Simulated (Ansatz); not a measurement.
Reaction (isomerisation): `B[O][AlH][NH2]` → `OB[NH][AlH2]`

Isolated molecules relaxed with PBE0-D4/def2-TZVP in Ansatz; ΔE leaves out vibrations. CBS: MP2 limit from def2 TZ/QZ plus the TZ coupled-cluster correction, frozen cores. Functionals use def2-TZVPP. One conformer a species, not always the lowest.

**Question.** Is it downhill or uphill in electronic energy at CCSD(T)/CBS, and by how much? (Estimate.)

**Answer.** The calculation gave: Uphill: ΔE = +33.8 kJ/mol.

**Question.** What do these levels give: LDA (SPW92), PBE-D4, PBE0-D4, ωB97X-V, PBE, BHLYP, CAM-B3LYP, CCSD(T)/def2-SVP, HF/def2-TZVPP, CCSD/def2-TZVPP, HF/def2-QZVPP, CCSD/CBS(def2)? (Estimate.)

**Answer.** The calculation gave: LDA (SPW92) 10.0, PBE-D4 20.5, PBE0-D4 23.2, ωB97X-V 31.1, PBE 22.1, BHLYP 39.6, CAM-B3LYP 36.9, CCSD(T)/def2-SVP 19.6, HF/def2-TZVPP 45.3, CCSD/def2-TZVPP 34.3, HF/def2-QZVPP 46.9, CCSD/CBS(def2) 36.9 kJ/mol.

Largest T1 diagnostic among the species: 0.013.

Leaving LDA and LC-ωPBE aside and taking each functional with its dispersion term where it has one, the values, not all of them listed here, spread over 18.5 kJ/mol, from revPBE-D4 to BHLYP-D4. LDA lies −12.1 kJ/mol from PBE without D4. In def2-TZVPP, CCSD(T) changes the Hartree–Fock value by −14.1 kJ/mol (the triples alone add −3.1 kJ/mol) and MP2 by −11.0 kJ/mol. At CCSD(T), def2-SVP lies −14.2 kJ/mol from the extrapolated value and def2-TZVPP −2.6 kJ/mol.
